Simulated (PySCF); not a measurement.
H2Zr, multiplicity 1. Atoms are numbered in the order given.

```xyz
3

Zr     0.0000     0.0000     0.0000
H      0.0000     0.0000    -1.9292
H      0.0000     0.0000     1.9292
```

Geometry: PBE0-D3(BJ)/def2-TZVPD. The geometry has at least one imaginary mode, so it is a saddle point at that level. The spin state was assumed, not searched. The def2 effective core potentials stand for the cores of Zr; spin–orbit coupling is left out.

Level of theory: TDA-LC-ωPBE/def2-TZVPD run with PySCF.

Vertical excitations; the highest root listed may be one member of a degenerate set.  State labels are in the subgroup D2h.

```json
[
 {"state": "S1", "symmetry": "Ag", "energy (eV)": "0.25", "λ (nm)": "5043", "f": "0.000", "main pairs": "HOMO→LUMO+1 97 %"},
 {"state": "S2", "symmetry": "B1g", "energy (eV)": "0.25", "λ (nm)": "4993", "f": "0.000", "main pairs": "HOMO→LUMO 97 %"},
 {"state": "S3", "symmetry": "B2g", "energy (eV)": "0.26", "λ (nm)": "4756", "f": "0.000", "main pairs": "HOMO→LUMO+2 (degenerate set)"},
 {"state": "S4", "symmetry": "B3g", "energy (eV)": "0.26", "λ (nm)": "4756", "f": "0.000", "main pairs": "HOMO→LUMO+3 (degenerate set)"},
 {"state": "S5", "symmetry": "Au", "energy (eV)": "2.08", "λ (nm)": "596", "f": "0.000", "main pairs": "HOMO−1→LUMO (degenerate set)"},
 {"state": "S6", "symmetry": "B1u", "energy (eV)": "2.08", "λ (nm)": "596", "f": "0.000", "main pairs": "HOMO−1→LUMO+1 (degenerate set)"},
 {"state": "S7", "symmetry": "B2u", "energy (eV)": "2.60", "λ (nm)": "476", "f": "0.003", "main pairs": "HOMO−1→LUMO+3 (degenerate set)"},
 {"state": "S8", "symmetry": "B3u", "energy (eV)": "2.60", "λ (nm)": "476", "f": "0.003", "main pairs": "HOMO−1→LUMO+2 (degenerate set)"},
 {"state": "S9", "symmetry": "B2u", "energy (eV)": "4.05", "λ (nm)": "306", "f": "0.563", "main pairs": "HOMO→LUMO+4 (degenerate set)"},
 {"state": "S10", "symmetry": "B3u", "energy (eV)": "4.05", "λ (nm)": "306", "f": "0.563", "main pairs": "HOMO→LUMO+5 (degenerate set)"},
 {"state": "T1", "symmetry": "Au", "energy (eV)": "2.04", "λ (nm)": "608", "f": "0", "main pairs": "HOMO−1→LUMO (degenerate set)"},
 {"state": "T2", "symmetry": "B1u", "energy (eV)": "2.04", "λ (nm)": "608", "f": "0", "main pairs": "HOMO−1→LUMO+1 (degenerate set)"},
 {"state": "T3", "symmetry": "B2u", "energy (eV)": "2.11", "λ (nm)": "586", "f": "0", "main pairs": "HOMO−1→LUMO+3 (degenerate set)"},
 {"state": "T4", "symmetry": "B3u", "energy (eV)": "2.11", "λ (nm)": "586", "f": "0", "main pairs": "HOMO−1→LUMO+2 (degenerate set)"}
]
```
Triplets are in the Tamm–Dancoff approximation.
